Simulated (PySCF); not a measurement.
**NMR data sheet: C3H8F2Si2**

```yaml
Formula: C3H8F2Si2
SMILES: F[SiH2]C/C=C(\F)[SiH3]
Point_group_of_the_computed_structure: C1
Degrees_of_unsaturation: 1
Carbon_signals: 3
Proton_signals: 4
```

Structure with atom numbers: `[F:1][SiH2:2][CH2:3]/[CH:4]=[C:5](\[F:6])[SiH3:7]`. Each H is labelled by its parent atom.

All values are calculated (PySCF): shielding tensors at PBE0/pcSseg-1 (GIAO), structure optimised with GFN2-xTB. One conformer, non-relativistic Hamiltonian, isolated molecule, rapidly exchanging positions averaged.

Chemical shifts δ = σref − σ; TMS for ¹H (31.72 ppm), ¹³C (186.93 ppm), ²⁹Si (349.16 ppm); ¹⁹F (170.95 ppm) against CFCl3, all at this level.

```tsv
carbon	δC, type	δH (multiplicity)	HMBC from (2–3 bonds)	span of the C tensor (ppm)
C3	18.5, CH2	2.06 (m)	H(C4), H(Si2)	31
C4	129.4, CH	5.81 (m)	H(Si2), H(Si7), H(C3)	217
C5	169.1, C	–	H(C4), H(Si7), H(C3)	139
```

Other nuclei:
```json
{"atoms": "H(Si2)", "nucleus": "¹H", "environment": "hydrogen on a silicon bonded to C, F", "δ (ppm)": "5.19", "σ (ppm)": "26.52"}
{"atoms": "H(Si7)", "nucleus": "¹H", "environment": "hydrogen on a silicon bonded to C", "δ (ppm)": "4.24", "σ (ppm)": "27.48"}
{"atoms": "F6", "nucleus": "¹⁹F", "environment": "vinylic fluorine", "δ (ppm)": "-108.4", "σ (ppm)": "279.3"}
{"atoms": "F1", "nucleus": "¹⁹F", "environment": "fluorine bonded to Si", "δ (ppm)": "-227.3", "σ (ppm)": "398.2"}
{"atoms": "Si2", "nucleus": "²⁹Si", "environment": "silicon bonded to C, F, 2 H", "δ (ppm)": "9.2", "σ (ppm)": "340.0"}
{"atoms": "Si7", "nucleus": "²⁹Si", "environment": "silicon bonded to C, 3 H", "δ (ppm)": "-80.2", "σ (ppm)": "429.4"}
```

Carbon types of the structure: 1 × C, 1 × CH, 1 × CH2, leaving 5 H on heteroatoms. δC 169.1: fully substituted alkene carbon. δC 129.4: alkene CH; an sp2 carbon of a C=C bond. δH 5.81: hydrogen on an alkene CH; attached to an sp2 carbon and in the plane of the double bond. δH 4.24: hydrogen on a silicon bonded to C. δH 2.06: hydrogen on an allylic sp3 CH2 bonded to Si; allylic position.

Splittings by ¹⁹F in the carbon and heteronuclear signals aren't shown, as no couplings were computed. Shifts are as computed. Against solution values, carbons near 30 ppm lie about +3 ppm off and those near 130 ppm about +5 ppm. Of 1309 compounds with measured shifts, 239 miss one by over three times the rms of a fit or turn the order of signals round; such compounds aren't used in these exercises. Unscaled 19F shifts against computed CFCl3 carry errors that often reach 10 to 50 ppm. Multiplicities follow the n + 1 count of equivalent neighbours, as no J values were calculated; m marks all less simple cases, F and P coupling included.
